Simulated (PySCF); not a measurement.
C2H7BrO2Si (SMILES CCO[SiH](O)Br), singlet, at a GFN2-xTB geometry, atoms displaced at random by about 0.03 Å a coordinate. Base run: B3LYP/STO-3G, gradient in PySCF.

Input for PySCF:
```python
from pyscf import gto, scf, dft

mol = gto.M(
    atom='''
Si    0.33281882   -1.00304046    0.23156243
O     1.40895208   -1.77103630   -0.53450203
Br    0.96687576    1.03101577    0.79128828
O    -1.01996221   -0.85178422   -0.74249763
C    -2.09408942   -0.03964672   -0.54876488
C    -2.81274238    0.19414274   -1.92410750
H     0.06208806   -1.72158503    1.46278563
H     1.54466086   -1.67855396   -1.47998486
H    -2.81546131   -0.59399587    0.13649455
H    -1.86732245    0.89965438   -0.15493588
H    -3.75363079    0.74452153   -1.81172459
H    -3.06656272   -0.81110732   -2.33614046
H    -2.14526215    0.75172275   -2.57791055
''',
    basis='sto-3g',
    verbose=4,
)

mf = dft.RKS(mol)
mf.xc = 'b3lyp'
mf.kernel()
g = mf.nuc_grad_method()
grad = g.kernel()
```

The coordinate followed is z of atom 9.

Each row names what was changed in the base input (with any setting that the change needs).

```
change                                                  dE/dx (Eh/bohr)  net force (Eh/bohr)
------------------------------------------------------  ---------------  -------------------
base                                                           0.003459             0.000222
grids.level = 5; grid_response = off                           0.003460             0.000015
grids.level = 0; grid_response = on                            0.002745             0.000000
density fitting = on                                           0.003452             0.000222
grids.level = 0; grid_response = off                           0.003554             0.010692
finite difference step (bohr) = 0.01; conv_tol = 1e-11         0.003459                    -
finite difference step (bohr) = 1e-5; conv_tol = 1e-11         0.003461                    -
grid_response = on                                             0.003460             0.000000
grids.level = 1; grid_response = off                           0.003463             0.000646
grids.level = 5; grid_response = on                            0.003460             0.000000
finite difference step (bohr) = 0.2; conv_tol = 1e-11          0.002769                    -
conv_tol = 1e-6                                                0.003458             0.000222
```

The net force is zero for an exact gradient.
